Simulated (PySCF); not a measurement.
methyl(silyloxy)silane (CH8OSi2), SMILES C[SiH2]O[SiH3]. Geometry: PBE-D3(BJ)/def2-SVP. Other conformers were not sampled.

Question: Give the equilibrium geometry at PBE-D3(BJ)/def2-SVP (PySCF confirms it by a frequency run) as Cartesian coordinates in Å. (The exact figures need the calculation; the answer reports its results.)

Answer: One answer among several that fit: 
```xyz
12

Si     1.7977     0.6274     0.7886
O      0.2222     0.2197     0.4054
Si    -0.6844    -0.4881    -0.8203
C     -2.4852    -0.4856    -0.3018
H      2.6736    -0.5979     0.8240
H      2.3608     1.5931    -0.2214
H      1.7930     1.2731     2.1435
H     -0.4963     0.2936    -2.0962
H     -0.1986    -1.8970    -1.0513
H     -3.1144    -0.9475    -1.0902
H     -2.6262    -1.0602     0.6356
H     -2.8451     0.5491    -0.1326
```
Charge 0, spin multiplicity 1.
